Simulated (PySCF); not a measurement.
# Exercise with solution: chemical shift, span and skew from a shielding tensor

C₂H₆ClFSi₂, SMILES [Si@H]1([SiH2]C[C@@H]1F)Cl. Atoms are numbered in the order given.

```xyz
12

F      0.3952    -2.3024    -0.4531
C     -0.1398    -1.0978    -0.8671
C     -1.5338    -0.7995    -0.2811
Si    -1.5297     1.1198    -0.4603
Si     0.7436     0.5494    -0.3841
Cl     1.4066     0.4564     1.5913
H     -0.2083    -1.1182    -1.9743
H     -1.5097    -1.0152     0.8013
H     -2.3528    -1.3819    -0.7304
H     -2.1747     1.8706     0.6495
H     -2.0450     1.5937    -1.7768
H      1.8680     1.0286    -1.2327
```
Charge 0, spin multiplicity 1.

The structure is a stationary point at B3LYP-D3(BJ)/def2-SVP. The structure was generated by enumeration; whether it is a known compound was not checked.

GIAO shieldings from PySCF with PBE/pcSseg-1, non-relativistic, no solvent. The symmetric part of the tensor of Si4 has the principal values 368.3, 426.1, 445.8 ppm. The same nucleus in TMS has σ = 335.4 ppm at this level (PySCF, at its B3LYP-D3(BJ)/def2-TZVP geometry). Without spin–orbit terms, shifts of atoms bonded to Cl or Br come out too high.

Q: Work out the isotropic shielding, the ²⁹Si shift against TMS, the span and the skew.

A: 
σ(iso) = (σ11 + σ22 + σ33)/3 = 413.4 ppm. δ = σ(ref) − σ(iso) = 335.4 − (413.4) = -78.0 ppm.
Span Ω = σ33 − σ11 = 77.5 ppm. Skew κ = 3(σ(iso) − σ22)/Ω = -0.49. Tumbling in solution averages the tensor to δ; in a static solid the shielding alone would spread this spin-1/2 line over Ω.
